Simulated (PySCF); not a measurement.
Problem. Write Cartesian coordinates for `[CH3][AlH2-][SbH2+][CH3]` as optimised with PBE0-D3(BJ)/def2-SVP.

Solution. 
```xyz
14
C2H10AlSb angstrom
C     -2.870    0.275    0.295
Al    -1.283   -0.575   -0.509
Sb     0.903    0.461    0.948
C      2.783   -0.302    0.240
H     -2.859    1.373    0.197
H     -2.985    0.029    1.363
H     -3.784   -0.080   -0.212
H     -0.715   -0.045   -1.915
H     -0.899   -2.085   -0.112
H      1.119    0.142    2.607
H      1.317    2.111    1.039
H      2.758   -1.397    0.322
H      2.892   -0.025   -0.817
H      3.617    0.103    0.826
```

Any rigid rotation of these coordinates is as good. Atoms count from 1 in this order. Al2 (aluminium bonded to C, Sb and 2 H) has angles from 91.9° to 119.9°. Sb3 (antimony bonded to Al, C and 2 H) has angles from 95.7° to 124.9°. The 4 heavy atoms lie in one plane (0.006 Å rms).

Bonds between heavy atoms (Å): C1–Al2 1.971, Al2–Sb3 2.824, Sb3–C4 2.149.

The calculation used PBE0-D3(BJ)/def2-SVP geometry optimisation, gas phase, def2 core potentials past Kr (PySCF).

Point group: near Cs, missed by 0.10 Å at most; the miss may be what the optimiser left on a soft mode. No PBE0-D3(BJ)/def2-SVP frequencies stand behind this structure, so it isn't proved a minimum. One conformer, not necessarily the lowest (C1–Al2–Sb3–C4 -179°).

Time: 99 s wall; peak memory 0.52 GiB. Hardware: Arm Neoverse V2, one thread, shared host. That covers the optimisation of the geometry.
